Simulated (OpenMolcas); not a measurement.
## Tl+: effect of the active space

```yaml
Program: OpenMolcas 26.06
Method: XMS-CASPT2 or its RAS form, IPEA 0.25 Eh, imaginary shift 0.1 Eh
Basis: ANO-RCC-VTZP
Scalar_Hamiltonian: DKH2, point nucleus
Spin-orbit_coupling: state interaction with AMFI integrals over the reference wave functions, term energies averaged over their components
```

A. 2 electrons in 4 orbitals (6s 6p); 2S+1 = 3 even, 3 roots; 2S+1 = 1 even, 7 roots; 2S+1 = 3 odd, 3 roots; 2S+1 = 1 odd, 3 roots; closed shells correlated: 5d; CASPT2 step of the order of 2.1 core-seconds
B. 2 electrons in 8 orbitals (6s 6p 7s 7p); 2S+1 = 3 even, 3 roots; 2S+1 = 1 even, 7 roots; 2S+1 = 3 odd, 3 roots; 2S+1 = 1 odd, 3 roots; closed shells correlated: 5d; CASPT2 step of the order of 5 core-seconds
C. 2 electrons in 9 orbitals (RAS2 6s 6p; RAS3 6d, at most 2 electrons); 2S+1 = 3 even, 3 roots; 2S+1 = 1 even, 7 roots; 2S+1 = 3 odd, 3 roots; 2S+1 = 1 odd, 3 roots; closed shells correlated: 5d; CASPT2 step about 6 core-seconds

Energies in cm⁻¹ above 6s² ¹S₀, the measured ground level; measured values from NIST Handbook of Basic Atomic Spectroscopic Data.

```json
{"Level": "6s² ¹S₀", "A": "0.0", "B": "0.0", "C": "0.0", "Measured": "0.0"}
{"Level": "6s 6p ³P°₀", "A": "52780", "B": "51450", "C": "51900", "Measured": "49451"}
{"Level": "6s 6p ³P°₁", "A": "55390", "B": "54030", "C": "54430", "Measured": "52394"}
{"Level": "6s 6p ³P°₂", "A": "62410", "B": "61070", "C": "61530", "Measured": "61728"}
{"Level": "6s 6p ¹P°₁", "A": "76470", "B": "74820", "C": "75090", "Measured": "75663"}
```

Deviations, from unrounded energies. A percentage is the sum of absolute deviations over the sum of measured energies, with the sign that they share, or ± where signs differ.

| Against measurement | Levels | A | B | C |
| --- | --- | --- | --- | --- |
| mean absolute deviation (cm-1) | 4 | 2000 | 1300 | 1300 |
| other configurations (%) | 4 | +3.3 | ±2.1 | ±2.2 |

B, C lie about equally close to measurement and A furthest from it. The largest miss of B in the table is 6s 6p ³P°₀, by +2000 cm-1. The ranking rests on the paired levels alone, and a cruder setting can come out closer through cancelling errors.

The two smallest mean deviations differ by little beside CASPT2's spread within terms, so their order carries little weight.

Among A to C the level of the table that moves most is 6s 6p ¹P°₁, by 1600 cm-1 (lowest in B, highest in A). Moves below CASPT2's spread within the term are not significant.

CASPT2 does not keep the components of a term degenerate, so their means are used; among the terms shown or strongly mixed into the levels shown the widest spread is 200 cm-1 (6s 6p ¹P°, C). Over all roots computed the reference weight is 0.82 to 0.93 in A, 0.80 to 0.92 in B; the roots of lowest weight are the least certain, and an intruder state may touch them. Spin-orbit splittings of 6p shells tend to come out small when the coupling is added on scalar orbitals. The run also gave levels led by 6s 7s, which use shells meant for correlation; these and all levels above them are left out (holds for B). Active for correlation alone: 6d; no level in the range computed is led by a configuration that fills it, so any true level of that kind is missing (holds for C). Measured partners are found by configuration, term and J. A level has none where our copy of the source lacks it or the pairing is in doubt (some pairs that miss far off the trend of their configuration count as doubtful), and it then counts in no deviation. Levels of configurations outside the active space are missing. Levels that lie high or do not pair safely by name in every column are left out.

° marks odd parity.
